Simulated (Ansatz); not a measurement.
Isolated molecules relaxed with PBE0-D4/def2-TZVP in Ansatz; ΔE leaves out vibrations. CBS: MP2 limit from def2 TZ/QZ plus the TZ coupled-cluster correction, frozen cores. DFT in def2-TZVPP. B3LYP here is the variant with VWN-RPA as its local correlation; programs differ in this. Each species was taken in one conformer, which may not be the lowest.

Reaction (substitution at a C–N bond): `CN[SiH2]C=O` + `CCSS` → `CCSSC` + `N[SiH2]C=O`

`CN[SiH2]C=O`:

Cartesian coordinates in Å:
```
C -1.417 -0.175 1.049
N 0.029 -0.060 1.090
Si 1.031 -0.439 -0.233
C 0.801 0.713 -1.762
O 0.033 1.645 -1.757
H -1.818 -0.391 2.043
H -1.698 -1.009 0.401
H -1.909 0.724 0.661
H 0.360 0.626 1.749
H 2.456 -0.327 0.181
H 0.736 -1.811 -0.732
H 1.394 0.506 -2.690
```

`CCSS`:

```xyz
10

C     1.037   -0.407    0.039
C     0.216    0.806    0.413
S    -1.524    0.448    0.773
S    -2.276   -0.105   -1.038
H     2.079   -0.125   -0.134
H     1.010   -1.160    0.830
H     0.659   -0.860   -0.880
H     0.573    1.258    1.344
H     0.254    1.575   -0.361
H    -2.030   -1.429   -0.988
```

`CCSSC`:

Cartesian coordinates in Å:
```
C -0.687 -1.623 -1.112
C 0.414 -1.269 -0.139
S 1.395 0.180 -0.626
S 0.068 1.712 -0.554
C 0.135 2.234 1.172
H -1.393 -0.795 -1.211
H -0.280 -1.843 -2.101
H -1.240 -2.499 -0.763
H 1.161 -2.066 -0.071
H 0.027 -1.104 0.868
H -0.523 3.102 1.255
H 1.150 2.521 1.445
H -0.227 1.450 1.837
```

`N[SiH2]C=O`:

Z-matrix (Å, degrees):
```
Si
C 1 1.923
N 1 1.699 2 103.2
H 1 1.490 2 108.8 3 -121.7
H 1 1.493 2 107.7 3 123.3
O 2 1.208 1 120.6 3 -4.9
H 2 1.116 1 120.3 3 175.5
H 3 1.003 1 125.7 2 168.2
H 3 1.008 1 117.5 2 9.8
```

```csv
level,ΔE (kcal/mol)
r2SCAN-D4,-10.7
ωB97M-V,-9.8
B2PLYP,-9.7
r2SCAN,-10.7
B3LYP,-9.1
SCS-MP2/def2-TZVPP,-9.5
CCSD(T)/def2-TZVPP,-9.2
HF/CBS(def2),-7.7
```

(1) What does CCSD(T)/CBS give? (Best estimate.)

Largest T1 diagnostic among the species: 0.014.

## Answers

(1) The calculation gave: -10.2 kcal/mol. The listed levels differ from it by -0.5, 0.4, 0.5, -0.5, 1.1, 0.7, 1.0, 2.5 kcal/mol.

In def2-TZVPP, CCSD(T) changes the Hartree–Fock value by −1.4 kcal/mol (the triples alone add −0.5 kcal/mol) and MP2 by −2.9 kcal/mol.
